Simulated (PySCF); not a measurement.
PySCF job for H₃O₄P, SMILES O=P(O)(O)O, B3LYP-D3(BJ)/def2-SVP. Geometry optimised at B3LYP-D3(BJ)/def2-SVP. One conformer was computed; it need not be the lowest.

```python
import numpy as np
from pyscf import gto, scf, dft, df
from pyscf.hessian import thermo

mol = gto.M(
    atom='''
    O    -0.76994078    1.22144926    0.59748622
    P     0.00000000   -0.00000001   -0.11920942
    O     0.00000002   -0.00000005   -1.59957426
    O     1.44277644    0.05606367    0.59748628
    O    -0.67283569   -1.27751287    0.59748629
    H    -1.54362647    1.49262922    0.08168825
    H     2.06446805    0.59050513    0.08168832
    H    -0.52084160   -2.08313434    0.08168837
    ''',
    basis='def2-SVP',
    charge=0,
    spin=0,
    max_memory=1600,
    verbose=3,
)
mf = dft.RKS(mol, xc='b3lyp').density_fit(auxbasis='def2-universal-jkfit')
mf.disp = 'd3bj'
mf.grids.level = 3
mf.conv_tol = 1e-11
mf.max_cycle = 100
mf.kernel()

# [left out here: the lines that compute and print the analytic Hessian (its translational invariance restored by hand, since the grid's response is missing), thermochemistry and intensities]
```

Output:

```
converged SCF energy = -643.8278122902

WARN: DFTD3 does not support analytical Hessian, using finite difference


WARN: Mole.unit (angstrom) is changed to Bohr

Mode                                 0                   1                   2
Irrep
Freq [cm^-1]                      147.7145            147.9851            301.3809
Reduced mass [au]                   1.3526              1.3532              1.1759
Force const [Dyne/A]                0.0174              0.0175              0.0629
Char temp [K]                     212.5282            212.9176            433.6200
Normal mode                   x     y     z       x     y     z       x     y     z
       0   O                -0.06 -0.04 -0.00    0.00 -0.02  0.04    0.04  0.00  0.01
       1   P                -0.01 -0.00 -0.00   -0.00  0.01  0.00   -0.00  0.00 -0.03
       2   O                 0.03  0.07 -0.00    0.07 -0.03  0.00   -0.00 -0.00 -0.03
       3   O                 0.02 -0.04 -0.03    0.01  0.06 -0.02   -0.02 -0.04  0.01
       4   O                -0.02  0.03  0.04   -0.07  0.02 -0.02   -0.02  0.04  0.01
       5   H                 0.19  0.21 -0.26   -0.31 -0.33  0.35   -0.28 -0.29  0.34
       6   H                 0.07 -0.24 -0.17    0.14 -0.45 -0.40   -0.11  0.39  0.34
       7   H                 0.52 -0.12  0.44    0.02 -0.00  0.05    0.39 -0.10  0.34
Mode                                 3                   4                   5
Irrep
Freq [cm^-1]                      367.7973            367.8362            444.8012
Reduced mass [au]                   2.8482              2.8455              8.1766
Force const [Dyne/A]                0.2270              0.2268              0.9531
Char temp [K]                     529.1785            529.2344            639.9699
Normal mode                   x     y     z       x     y     z       x     y     z
       0   O                -0.08 -0.07  0.02   -0.05  0.03 -0.09    0.09  0.04 -0.04
       1   P                 0.01 -0.01 -0.00    0.01  0.01 -0.00   -0.05 -0.06  0.00
       2   O                 0.09  0.03 -0.00   -0.03  0.09 -0.00    0.08  0.10  0.00
       3   O                 0.05 -0.03 -0.09   -0.01 -0.10  0.03   -0.06  0.06 -0.03
       4   O                -0.05  0.06  0.07    0.09 -0.00  0.07    0.00 -0.08  0.07
       5   H                -0.04 -0.07 -0.03   -0.28 -0.34  0.06    0.03  0.05  0.06
       6   H                -0.12  0.32  0.07    0.11 -0.27 -0.01   -0.15  0.07 -0.13
       7   H                -0.42  0.07 -0.04   -0.15  0.03 -0.05   -0.07 -0.09  0.07
Mode                                 6                   7                   8
Irrep
Freq [cm^-1]                      444.8176            446.9719            828.4491
Reduced mass [au]                   8.1765              4.8420              9.0241
Force const [Dyne/A]                0.9532              0.5699              3.6491
Char temp [K]                     639.9935            643.0930           1191.9538
Normal mode                   x     y     z       x     y     z       x     y     z
       0   O                 0.03 -0.07 -0.06   -0.02  0.07 -0.07   -0.06  0.10  0.05
       1   P                 0.06 -0.05 -0.00    0.00  0.00  0.07   -0.00  0.00 -0.04
       2   O                -0.10  0.08 -0.00   -0.00 -0.00  0.08    0.00 -0.00 -0.09
       3   O                 0.04  0.08  0.06    0.08 -0.02 -0.07    0.12  0.01  0.05
       4   O                -0.09  0.02 -0.00   -0.05 -0.06 -0.07   -0.05 -0.10  0.05
       5   H                 0.04 -0.15 -0.12   -0.13 -0.19 -0.06   -0.07  0.10  0.05
       6   H                 0.05  0.02  0.00   -0.09  0.20 -0.06    0.12  0.01  0.05
       7   H                -0.11 -0.06  0.12    0.22 -0.02 -0.06   -0.06 -0.11  0.05
Mode                                 9                  10                  11
Irrep
Freq [cm^-1]                      921.3530            921.3821           1025.9048
Reduced mass [au]                   4.3563              4.3557              1.2067
Force const [Dyne/A]                2.1788              2.1787              0.7483
Char temp [K]                    1325.6218           1325.6637           1476.0486
Normal mode                   x     y     z       x     y     z       x     y     z
       0   O                -0.05  0.11  0.07   -0.01  0.04  0.05   -0.02 -0.01 -0.04
       1   P                 0.02 -0.09  0.00    0.09  0.02  0.00   -0.00  0.00  0.00
       2   O                -0.00 -0.00 -0.00    0.00 -0.00  0.00    0.00 -0.00  0.06
       3   O                -0.02 -0.00  0.01   -0.13  0.01 -0.08    0.00  0.02 -0.04
       4   O                 0.06  0.08 -0.07   -0.04 -0.07  0.04    0.02 -0.01 -0.04
       5   H                -0.02 -0.11 -0.12    0.07 -0.21 -0.22   -0.11  0.39  0.33
       6   H                -0.14  0.01 -0.13    0.18 -0.08  0.21    0.39 -0.10  0.33
       7   H                -0.18 -0.16  0.25    0.01 -0.05  0.01   -0.28 -0.29  0.33
Mode                                12                  13                  14
Irrep
Freq [cm^-1]                     1035.3323           1035.3679           1318.6437
Reduced mass [au]                   1.4759              1.4759             14.8843
Force const [Dyne/A]                0.9321              0.9322             15.2487
Char temp [K]                    1489.6126           1489.6639           1897.2348
Normal mode                   x     y     z       x     y     z       x     y     z
       0   O                -0.03  0.03  0.00    0.04 -0.00  0.03    0.01 -0.01 -0.02
       1   P                 0.00 -0.08  0.00   -0.08 -0.00 -0.00   -0.00  0.00  0.12
       2   O                 0.00  0.02  0.00    0.02 -0.00 -0.00    0.00 -0.00 -0.18
       3   O                -0.00  0.02 -0.03    0.05  0.03 -0.01   -0.02  0.00 -0.02
       4   O                -0.01  0.06  0.02    0.02  0.02 -0.02    0.01  0.01 -0.02
       5   H                -0.08  0.18  0.16    0.14 -0.46 -0.39   -0.02  0.05  0.06
       6   H                 0.31 -0.08  0.26    0.40 -0.07  0.33    0.05 -0.01  0.06
       7   H                 0.34  0.38 -0.42   -0.06 -0.04  0.06   -0.04 -0.04  0.06
Mode                                15                  16                  17
Irrep
Freq [cm^-1]                     3822.2588           3822.3114           3825.2897
Reduced mass [au]                   1.0657              1.0657              1.0672
Force const [Dyne/A]                9.1733              9.1735              9.2012
Char temp [K]                    5499.3794           5499.4551           5503.7402
Normal mode                   x     y     z       x     y     z       x     y     z
       0   O                 0.04 -0.01  0.02   -0.01  0.00 -0.01    0.03 -0.01  0.02
       1   P                 0.00 -0.00 -0.00   -0.00 -0.00 -0.00    0.00 -0.00  0.00
       2   O                -0.00  0.00 -0.00    0.00  0.00 -0.00   -0.00  0.00  0.00
       3   O                 0.01  0.01 -0.01   -0.03 -0.03  0.02   -0.02 -0.02  0.02
       4   O                 0.00 -0.03 -0.02    0.00 -0.03 -0.02   -0.00  0.03  0.02
       5   H                -0.61  0.22 -0.39    0.14 -0.05  0.09   -0.46  0.17 -0.30
       6   H                -0.16 -0.13  0.13    0.50  0.41 -0.39    0.37  0.30 -0.29
       7   H                -0.08  0.46  0.28   -0.08  0.49  0.30    0.08 -0.46 -0.28
temperature 298.1500 [K]
pressure 101325.00 [Pa]
Rotational constants [GHz] 4.43298 4.37439 4.37439
Symmetry number 3
Zero-point energy (ZPE) 0.04836 [Eh]   126957.266 [J/mol]
                           tot       elec      trans        rot        vib
Entropy [J/mol/K]       315.239      0.000    165.927     98.567     50.744
Cv [J/mol/K]             89.324      0.000     12.472     12.472     64.380
Cp [J/mol/K]             97.638      0.000     20.786     12.472     64.380
Internal energy [J/mol]                      3718.434   3718.434 136087.825
Internal energy [Eh]   -643.77315  -643.82781
Enthalpy [J/mol]                             6197.391   3718.434 136087.825
Enthalpy [Eh]          -643.77220
Gibbs free energy [J/mol]                  -43273.840 -25669.375 120958.396
Gibbs free energy [Eh] -643.80800
mode   freq/cm-1   IR/(km/mol)
   1      147.71        76.057
   2      147.99        75.995
   3      301.38        87.610
   4      367.80        39.935
   5      367.84        39.969
   6      444.80        79.444
   7      444.82        79.476
   8      446.97        23.199
   9      828.45        15.226
  10      921.35       332.563
  11      921.38       332.502
  12     1025.90        89.883
  13     1035.33        68.030
  14     1035.37        68.039
  15     1318.64       282.039
  16     3822.26       175.319
  17     3822.31       175.412
  18     3825.29        28.040
max |gradient| / (hartree/bohr): 2.5951436873950515e-05
APT charges: [-0.8201  2.3308 -0.8509 -0.8203 -0.8203  0.3269  0.327   0.3269]
```

The run converged.

Cost: very roughly 90 core-seconds.
